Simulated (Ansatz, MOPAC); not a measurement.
Molecule: CH3Si, net charge 0, doublet state. SMILES: C=[SiH]

Atoms: C1, Si2, H3, H4, H5. Bonds: C1-Si2, C1-H3, C1-H4, Si2-H5.

Bond lengths (Å) and angles (degrees) optimised at AM1 with MOPAC; PBE/6-31G* with Ansatz (a quantum-chemistry and plane-wave program); MP2/6-31G* with Ansatz, each started from the B3LYP-D3(BJ)/def2-TZVP structure (Ansatz) of the last column. A row stands for all coordinates that are equal there. 6-31G* holds six Cartesian d functions. No wavenumbers were computed at PBE/6-31G*, MP2/6-31G*, so these may be saddle points.

| coordinate | AM1 | PBE/6-31G* | MP2/6-31G* | B3LYP-D3(BJ)/def2-TZVP |
|---|---|---|---|---|
| C1-Si2 | 1.632 | 1.729 | 1.700 | 1.707 |
| C1-H3 | 1.099 | 1.098 | 1.087 | 1.086 |
| C1-H4 | 1.098 | 1.093 | 1.084 | 1.081 |
| Si2-H5 | 1.452 | 1.514 | 1.490 | 1.495 |
| Si2-C1-H3 | 125.3 | 120.4 | 121.4 | 120.2 |
| Si2-C1-H4 | 123.7 | 123.6 | 122.9 | 123.9 |
| C1-Si2-H5 | 124.8 | 120.9 | 122.2 | 121.2 |
| H3-C1-H4 | 111.1 | 116.0 | 115.7 | 116.0 |

Mean signed difference of all 4 bond lengths from B3LYP-D3(BJ)/def2-TZVP: AM1 -0.022 Å, PBE/6-31G* 0.016 Å, MP2/6-31G* -0.002 Å.
